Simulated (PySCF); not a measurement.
**ORD: `B[Si@H]1C[C@]1(F)C(C)C`, C5H12BFSi**

Molfile (atoms numbered from 1):
```
C5H12BFSi
     RDKit          3D

 20 20  0  0  0  0  0  0  0  0999 V2000
    3.2767    1.1196   -0.2898 B   0  0  0  0  0  0  0  0  0  0  0  0
    1.7974    0.1713   -1.0077 Si  0  0  1  0  0  4  0  0  0  0  0  0
    1.1366   -1.3991   -0.1090 C   0  0  0  0  0  0  0  0  0  0  0  0
    0.2864   -0.2069    0.1609 C   0  0  1  0  0  0  0  0  0  0  0  0
    0.4064    0.2796    1.4486 F   0  0  0  0  0  0  0  0  0  0  0  0
   -1.1435   -0.1430   -0.3214 C   0  0  0  0  0  0  0  0  0  0  0  0
   -2.0468   -0.9853    0.5828 C   0  0  0  0  0  0  0  0  0  0  0  0
   -1.6252    1.3056   -0.3726 C   0  0  0  0  0  0  0  0  0  0  0  0
    3.9240    1.8194   -0.9703 H   0  0  0  0  0  0  0  0  0  0  0  0
    3.5654    1.0398    0.8413 H   0  0  0  0  0  0  0  0  0  0  0  0
    1.2408    0.1127   -2.3678 H   0  0  0  0  0  0  0  0  0  0  0  0
    0.6792   -2.1866   -0.6883 H   0  0  0  0  0  0  0  0  0  0  0  0
    1.6895   -1.7730    0.7400 H   0  0  0  0  0  0  0  0  0  0  0  0
   -1.1590   -0.5619   -1.3326 H   0  0  0  0  0  0  0  0  0  0  0  0
   -2.0106   -0.6071    1.6018 H   0  0  0  0  0  0  0  0  0  0  0  0
   -3.0753   -0.9439    0.2324 H   0  0  0  0  0  0  0  0  0  0  0  0
   -1.7213   -2.0232    0.5872 H   0  0  0  0  0  0  0  0  0  0  0  0
   -1.0004    1.8876   -1.0474 H   0  0  0  0  0  0  0  0  0  0  0  0
   -1.5708    1.7505    0.6184 H   0  0  0  0  0  0  0  0  0  0  0  0
   -2.6547    1.3547   -0.7191 H   0  0  0  0  0  0  0  0  0  0  0  0
  1  2  1  0
  2  3  1  0
  3  4  1  0
  4  5  1  1
  4  6  1  0
  6  7  1  0
  6  8  1  0
  4  2  1  0
  1  9  1  0
  1 10  1  0
  2 11  1  6
  3 12  1  0
  3 13  1  0
  6 14  1  0
  7 15  1  0
  7 16  1  0
  7 17  1  0
  8 18  1  0
  8 19  1  0
  8 20  1  0
M  END
```

Method used: TDDFT CAM-B3LYP/def2-SVPD circular dichroism and optical rotation, one conformer, gas phase (PySCF 2.14.0). Geometry: GFN2-xTB.

The molecule is flexible and this is one conformer; a measurement averages over conformers.

Stereocentres: Si2 S, C4 S.

Problem. What is the specific rotation at 633, 589.3, 546, 436, 405, 365, 355 nm?

Solution. [α] in deg dm⁻¹ (g/mL)⁻¹:
```
λ (nm)  origin-invariant length gauge  modified velocity gauge  length gauge (centre of mass)  isotropic polarisability (au)
   633                          +66.6                    +47.5                          +75.5                          116.5
 589.3                          +76.0                    +52.6                          +87.0                          117.8
   546                          +86.2                    +57.0                         +100.4                          119.6
   436                          +87.8                    +23.7                         +124.8                          129.6
   405                          +32.9                    -56.5                          +90.8                          136.6
   365                         -373.6                   -537.6                         -228.9                          158.6
   355                         -725.6                   -928.7                         -518.8                          171.5
```

The shortest wavelength is close to the first absorption, where this undamped response comes out too large.

Where the gauges differ in sign the basis doesn't settle the rotation.

Problem. And for the mirror image at 589.3 nm?

Solution. -76.0 deg dm⁻¹ (g/mL)⁻¹ (origin-invariant length gauge): the same size and the opposite sign.

Problem. What is the molar rotation [Φ] = [α]·M/100 of the geometry above at 589.3 nm?

Solution. With M = 130.04 g/mol, +98.8 deg cm² dmol⁻¹ (origin-invariant length gauge).

The first excitation lies at 3.87 eV (320 nm) with R = -8.3 × 10⁻⁴⁰ esu² cm² (velocity form).
